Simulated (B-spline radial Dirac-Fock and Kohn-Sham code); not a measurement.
# EELS cross sections of the Nb N3 edge

System: atomic niobium, [Kr] 4d4 5s1. Level of theory: the first Born approximation with generalised oscillator strengths from a Dirac-Hartree-Slater potential (longitudinal and transverse terms; continuum final states only, so no white lines or fine structure); a radial finite-basis atomic code. The edge is taken at 37.56 eV (orbital energy of the model).

Partial cross sections σ(β, Δ) in barn, integrated over a window Δ above the edge and up to the collection semi-angle β, for parallel illumination:

```
E₀ (kV)  β (mrad)  Δ = 25 eV  Δ = 50 eV  Δ = 100 eV  Δ = 200 eV  Δ = 300 eV
     60         5      89300      98700      104000      107000      108000
     80        20     138000     169000      182000      189000      192000
     80        50     150000     195000      223000      241000      247000
     80       100     150000     195000      224000      245000      253000
    100         5      71800      80000       84400       87500       88500
    100        10      96500     111000      118000      122000      124000
    100        50     128000     166000      191000      207000      213000
    120         5      66900      74800       79000       81900       82900
    120        10      89300     104000      110000      114000      116000
    120        50          ?          ?           ?           ?           ?
    200        50      83800     108000      124000      135000      139000
    300         5      52100      59600       63200       65800       66700
    300        20      69000      88300      100000      107000      109000
    300        50      69200      88900      102000      111000      114000
```

Q: Give the row for 120 kV and 50 mrad.

A: 113000 b for 25 eV, 147000 b for 50 eV, 168000 b for 100 eV, 183000 b for 200 eV, 189000 b for 300 eV.

Values without a named source are computed, but for edge energies of neutral atoms, which are taken from tables.
